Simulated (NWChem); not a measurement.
Molecule: C4H4F2; SMILES C=CC=C(F)F

```xyz
10

C      0.1633    -2.7367     0.0000
C     -0.3022    -1.4798     0.0000
C      0.5377    -0.2974     0.0000
C      0.0600     0.9489     0.0000
F      0.7998     2.0286     0.0000
F     -1.2124     1.2648     0.0000
H      1.2364    -2.9504     0.0000
H     -0.5165    -3.5913     0.0000
H     -1.3842    -1.3100     0.0000
H      1.6248    -0.3991     0.0000
```
Atoms are numbered in this order, from 1.

Coordinates come from a PBE0/def2-SVP optimisation. B3LYP is NWChem's, with the RPA form of VWN correlation.

Symmetry labels are those of Cs in the frame above (b1 and b2, or b-type labels, depend on it).

List the 4 lowest vertical singlet excitations from B3LYP/6-31+G* (spherical d), full TDDFT (NWChem).


```json
[
 {"state": "S1", "energy (eV)": "5.72", "oscillator strength": "0.623", "symmetry": "a'", "leading excitation (squared amplitude)": "HOMO → LUMO (0.93)"},
 {"state": "S2", "energy (eV)": "5.74", "oscillator strength": "0.000", "symmetry": "a\"", "leading excitation (squared amplitude)": "HOMO → LUMO+1 (0.99)"},
 {"state": "S3", "energy (eV)": "6.27", "oscillator strength": "0.026", "symmetry": "a\"", "leading excitation (squared amplitude)": "HOMO → LUMO+2 (0.74)"},
 {"state": "S4", "energy (eV)": "6.31", "oscillator strength": "0.003", "symmetry": "a\"", "leading excitation (squared amplitude)": "HOMO → LUMO+3 (0.74)"}
]
```
